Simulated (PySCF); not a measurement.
# Orbital levels and atomic charges: C23H18BN

System: C23H18BN (OLED host and emitter), SMILES c1ccc(B(c2ccccc2)c2ccc(-c3ccncc3)cc2)cc1.

Cartesian coordinates (Å):
```
  1 C    -3.944    0.075    3.581
  2 C    -4.434    0.615    2.403
  3 C    -3.683    0.546    1.244
  4 C    -2.413   -0.043    1.230
  5 B    -1.563   -0.109   -0.075
  6 C    -2.268   -0.283   -1.454
  7 C    -3.437   -1.041   -1.585
  8 C    -4.057   -1.206   -2.810
  9 C    -3.536   -0.595   -3.940
 10 C    -2.387    0.170   -3.836
 11 C    -1.758    0.314   -2.613
 12 C    -0.008   -0.001    0.000
 13 C     0.625    0.802    0.955
 14 C     2.000    0.905    1.021
 15 C     2.809    0.196    0.135
 16 C     4.273    0.298    0.205
 17 C     5.053    0.359   -0.950
 18 C     6.428    0.456   -0.825
 19 N     7.058    0.490    0.338
 20 C     6.322    0.430    1.435
 21 C     4.941    0.336    1.429
 22 C     2.194   -0.614   -0.819
 23 C     0.818   -0.702   -0.886
 24 C    -1.939   -0.572    2.436
 25 C    -2.695   -0.525    3.592
 26 H    -4.532    0.121    4.486
 27 H    -5.406    1.086    2.389
 28 H    -4.075    0.970    0.330
 29 H    -3.852   -1.521   -0.710
 30 H    -4.952   -1.806   -2.886
 31 H    -4.024   -0.716   -4.896
 32 H    -1.978    0.651   -4.713
 33 H    -0.861    0.914   -2.542
 34 H     0.018    1.368    1.648
 35 H     2.455    1.556    1.755
 36 H     4.591    0.352   -1.925
 37 H     7.063    0.510   -1.699
 38 H     6.873    0.458    2.366
 39 H     4.391    0.275    2.356
 40 H     2.803   -1.190   -1.501
 41 H     0.365   -1.341   -1.630
 42 H    -0.966   -1.042    2.454
 43 H    -2.310   -0.951    4.507
```

Method: wB97X-D/6-31G*, gas phase, PySCF, fitting set def2-universal-JFIT up to Ne and JKFIT beyond, grid level 1.

(1) Give the orbital energies near the gap.

(2) Give the partial charges of the non-hydrogen atoms.

## Answers

(1) 
```csv
orbital,eV
HOMO-4,-9.03
HOMO-3,-8.95
HOMO-2,-8.87
HOMO-1,-8.72
HOMO,-8.48
LUMO,-0.19
LUMO+1,0.96
LUMO+2,1.57
LUMO+3,1.70
```

(2) 
```json
{"atom": "C1", "Mulliken": "-0.17", "IAO": "-0.13", "Hirshfeld": "-0.04"}
{"atom": "C2", "Mulliken": "-0.16", "IAO": "-0.15", "Hirshfeld": "-0.05"}
{"atom": "C3", "Mulliken": "-0.22", "IAO": "-0.12", "Hirshfeld": "-0.04"}
{"atom": "C4", "Mulliken": "0.04", "IAO": "-0.13", "Hirshfeld": "-0.07"}
{"atom": "B5", "Mulliken": "0.12", "IAO": "0.25", "Hirshfeld": "0.17"}
{"atom": "C6", "Mulliken": "0.04", "IAO": "-0.13", "Hirshfeld": "-0.07"}
{"atom": "C7", "Mulliken": "-0.22", "IAO": "-0.12", "Hirshfeld": "-0.04"}
{"atom": "C8", "Mulliken": "-0.16", "IAO": "-0.15", "Hirshfeld": "-0.05"}
{"atom": "C9", "Mulliken": "-0.17", "IAO": "-0.13", "Hirshfeld": "-0.04"}
{"atom": "C10", "Mulliken": "-0.16", "IAO": "-0.15", "Hirshfeld": "-0.05"}
{"atom": "C11", "Mulliken": "-0.22", "IAO": "-0.12", "Hirshfeld": "-0.04"}
{"atom": "C12", "Mulliken": "0.05", "IAO": "-0.13", "Hirshfeld": "-0.07"}
{"atom": "C13", "Mulliken": "-0.22", "IAO": "-0.12", "Hirshfeld": "-0.03"}
{"atom": "C14", "Mulliken": "-0.19", "IAO": "-0.15", "Hirshfeld": "-0.05"}
{"atom": "C15", "Mulliken": "0.07", "IAO": "0.01", "Hirshfeld": "0.01"}
{"atom": "C16", "Mulliken": "0.09", "IAO": "0.03", "Hirshfeld": "0.02"}
{"atom": "C17", "Mulliken": "-0.21", "IAO": "-0.18", "Hirshfeld": "-0.05"}
{"atom": "C18", "Mulliken": "-0.01", "IAO": "0.00", "Hirshfeld": "0.02"}
{"atom": "N19", "Mulliken": "-0.36", "IAO": "-0.29", "Hirshfeld": "-0.18"}
{"atom": "C20", "Mulliken": "-0.01", "IAO": "0.00", "Hirshfeld": "0.02"}
{"atom": "C21", "Mulliken": "-0.21", "IAO": "-0.18", "Hirshfeld": "-0.05"}
{"atom": "C22", "Mulliken": "-0.19", "IAO": "-0.15", "Hirshfeld": "-0.05"}
{"atom": "C23", "Mulliken": "-0.22", "IAO": "-0.12", "Hirshfeld": "-0.03"}
{"atom": "C24", "Mulliken": "-0.22", "IAO": "-0.12", "Hirshfeld": "-0.04"}
{"atom": "C25", "Mulliken": "-0.16", "IAO": "-0.15", "Hirshfeld": "-0.05"}
```
